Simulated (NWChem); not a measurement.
# CH$_{4}$OSi, singlet; SMILES C[Si]O

```xyz
7

Si     0.6692     0.1171     0.0007
C     -0.4345    -1.4432     0.0013
H     -0.2457    -2.0273    -0.9276
H     -1.5163    -1.2067     0.0676
H     -0.1482    -2.1122     0.8427
O     -0.5786     1.2730     0.0007
H     -0.2221     2.1817    -0.0053
```
Atoms are numbered in this order, from 1.

Program: NWChem. Low-valent species are run as closed-shell singlets; no triplet was tried in these runs. Geometry: optimised at PBE-D3(BJ)/def2-SVP.

For level LRC-wPBEh/def2-SVP:

```yaml
highest occupied level (eV): -8.03
orbital gap (eV): 8.20
```

**Question.** What are these values for level BP86/def2-SVP?

**Answer.** The highest occupied level (eV) comes out as -5.16. The orbital gap (eV) comes out as 2.73.
